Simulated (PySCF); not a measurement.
A structure optimised at PBE0-D3(BJ)/def2-SVP, used in a PySCF frequency run:

```
S
C 1 1.8138
H 2 1.0984 1 111.57
H 2 1.0989 3 110.01 1 -124.40
H 2 1.1010 3 109.01 4 -119.32
Te 1 2.4215 2 102.47 3 -62.16
Ge 6 2.5681 1 92.15 2 -87.48
H 7 1.5363 6 109.61 1 -64.66
H 7 1.5386 8 110.08 6 -119.38
H 7 1.5409 8 110.42 9 -121.63
```
Charge 0, spin multiplicity 1.

Question: Write its SMILES and formula.

Answer: CS[Te][GeH3], CH6GeSTe

Question: What are its rotational constants (standard atomic weights)?

Answer: 2.1148, 1.0940, 0.79466 GHz
